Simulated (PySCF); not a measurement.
**Working out the excitation energy of Ga⁺**

Ga⁺ [Ar] 3d10 4s2 (1S) → Ga⁺ [Ar] 3d10 4s1 4p1 (3P). All numbers are calculated (PySCF 2.14, scalar relativity by spin-free X2C-1e, in aug-cc-pVDZ-DK (6s5p3d, 36 functions)). Frozen: [Ar] 3d10. Energies in hartree (1 hartree = 27.21139 eV):

```csv
part,Ga⁺ (lower),Ga⁺ (upper)
UHF,-1941.881831,-1941.710089
CCSD correlation,-0.035739,-0.003392
(T),0.000000,0.000000
```

Q: What does Hartree-Fock give?

A: (-1941.710089) − (-1941.881831) = 0.171742 hartree = 4.673 eV.

Q: What do CCSD and CCSD(T) give?

A: The CCSD correlation energies differ by 0.032347 hartree = 0.880 eV and the triples by 0.000000 hartree = 0.000 eV, so CCSD gives 5.553 eV and CCSD(T) 5.553 eV.

Measured between the centres of the two terms (NIST): 5.986 eV, so CCSD(T) (valence) is off by -0.433 eV.

A double-zeta basis recovers only part of the correlation energy.

What remains against the reference includes basis incompleteness, the frozen core and higher excitations.
